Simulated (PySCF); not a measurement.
## How methods differ on the excitation energy of Te

Te [Kr] 4d10 5s2 5p4 (3P) → Te [Kr] 4d10 5s1 5p4 5d1 (high-spin determinant), as a difference of total energies. Calculation: PySCF 2.14, in aug-cc-pVTZ-PP with one added diffuse shell each of d, f type with ECP28MDF (6s5p5d3f, 67 functions); scalar relativity through the core potential. Correlated levels: valence: 4s2 4p6 4d10 frozen. The calculations carry no spin-orbit coupling.

```tsv
method	excitation energy (eV)
UHF	14.917
LDA	16.264
PBE	15.808
PBE0	15.831
r2SCAN	15.763
r2SCAN0	15.798
M06	16.188
BLYP	16.034
BHandHLYP	16.111
MP2 (valence)	15.253
SCS-MP2 (valence)	15.384
```

Task: How much does correlation contribute at MP2 (valence)?

Result: 15.253 − (14.917) = 0.336 eV, measured against UHF.

The upper state lies above the first ionisation limit, where it may autoionise and the basis confines it.

The promoted electron is Rydberg-like, and one or two diffuse shells describe it only roughly, which tends to raise the upper state.

The determinant of the upper state mixes LS terms, which raises its energy above the lowest term, most at the Hartree-Fock and MP2 levels.
